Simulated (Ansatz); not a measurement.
Total energies of C3H4Al (`C#[C][Al][CH3]`) radical.

Cartesian coordinates in Å:
```
C 2.425 -0.870 -0.813
C 1.562 -0.227 -0.253
Al 0.314 0.877 0.698
C -1.593 0.489 0.467
H 3.178 -1.440 -1.308
H -1.848 0.571 -0.595
H -1.787 -0.546 0.768
H -2.251 1.147 1.035
```

The species carries charge 0 and has multiplicity 2. The geometry is a stationary point of PBE0-D4/def2-TZVP. Basis def2-TZVPP, Ansatz.

RPA on PBE orbitals: Hartree–Fock energy of these orbitals -357.78722 Eh, correlation -0.89967 Eh (frozen core).

```
 functional  energy without D4 (Eh)  D4 term (kJ/mol)
LDA (SPW92)              -356.94956                 –
     revPBE              -359.02826             -40.7
       BLYP              -359.06827             -30.3
     r2SCAN              -359.01166              -3.3
     B97M-V              -359.05445                 –
       PBE0              -358.84701             -11.7
      B3LYP              -359.14090             -22.5
    r2SCANh              -359.00371              -3.5
      BHLYP              -359.03958             -18.2
  CAM-B3LYP              -359.04566             -11.9
    LC-ωPBE              -358.93270                 –
    ωB97M-V              -359.03649                 –
     B2PLYP              -358.89008                 –
   PBE-QIDH              -358.73763                 –
```

(1) Give the same for PBE, r2SCAN0, HSE06 (plane-wave form), ωB97X-V. (Estimate.)

B3LYP takes the VWN-RPA correlation (the form of Gaussian; ORCA's B3LYP/G). HSE06 is the plane-wave form, built on full-range PBE exchange. The double hybrids freeze the cores in their second-order part.

Results:

(1) Ansatz gave: 
| functional | energy without D4 (Eh) | D4 term (kJ/mol) |
| --- | --- | --- |
| PBE | -358.81323 | -13.8 |
| r2SCAN0 | -358.99251 | -3.9 |
| HSE06 (plane-wave form) | -358.83400 | -10.9 |
| ωB97X-V | -359.02874 | – |

LC-ωPBE has ω = 0.4 bohr⁻¹.
